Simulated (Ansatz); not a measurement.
`C[CH]([SiH3])[AlH][F]` + HBr → `CC([SiH3])Br` + `[F][AlH2]` at 298.15 K and 1 bar (substitution at a C–Al bond).

Isolated molecules relaxed with PBE0-D4/def2-TZVP in Ansatz; ΔE leaves out vibrations. CCSD(T)/CBS adds triple-zeta CCSD(T) − MP2 to the extrapolated MP2 energy (def2 sets, frozen cores). This one scheme is used for every species. For Br outer-core shells are correlated without core-valence functions, which leaves a few kJ/mol of doubt a bond. Scalar relativity is left out up to krypton. Each species was taken in one conformer, which may not be the lowest.

```csv
species,CCSD(T)/CBS energy (Eh),H − E (kJ/mol),S (J/(mol·K))
`C[CH]([SiH3])[AlH][F]`,-711.88151,258.5,384.9
HBr,-2573.91920,24.6,198.6
`CC([SiH3])Br`,-2942.71486,231.2,337.4
`[F][AlH2]`,-343.06661,51.4,241.2
```

H − E and S are ideal-gas, rigid-rotor, harmonic terms from PBE0-D4/def2-TZVP, for one conformer and one mirror image of each species. 1 Eh = 2625.50 kJ/mol, R = 8.31446 J/(mol·K).

Question: By hand: ΔE, ΔH, ΔS and ΔG.

Answer: ΔE = (-2942.71486) + (-343.06661) − (-711.88151) − (-2573.91920) = 0.01924 Eh = 50.5 kJ/mol. Δ(H − E) = 231.2 + 51.4 − 258.5 − 24.6 = -0.5, so ΔH = 50.0 kJ/mol. ΔS = 337.4 + 241.2 − 384.9 − 198.6 = -4.9 J/(mol·K). ΔG = 50.0 − 298.15 × (-4.9)/1000 = 51.5 kJ/mol.

Question: By hand: the equilibrium constant, and the temperature at which ΔG would vanish if ΔH and ΔS stayed fixed.

Answer: log₁₀ K = −ΔG/(RT ln 10) = -9.0. ΔH and −TΔS have one sign here, so there is no such temperature. One of them is within its doubt of zero, so this could turn.

The number of gas molecules stays the same, so ΔS is small and ΔH decides. A doubt of 5 kJ/mol in ΔE shifts log₁₀ K by 0.9 here. Other conformers and mirror images would add mixing entropy, several J/(mol·K) or more a flexible species. Modes under 60 cm⁻¹, often nearly free rotors, make the harmonic entropy too high. These are equilibria of isolated gas molecules and say nothing of rates. Largest T1 diagnostic: 0.012 (customary marks: 0.02 for closed shells, 0.045 for open ones).
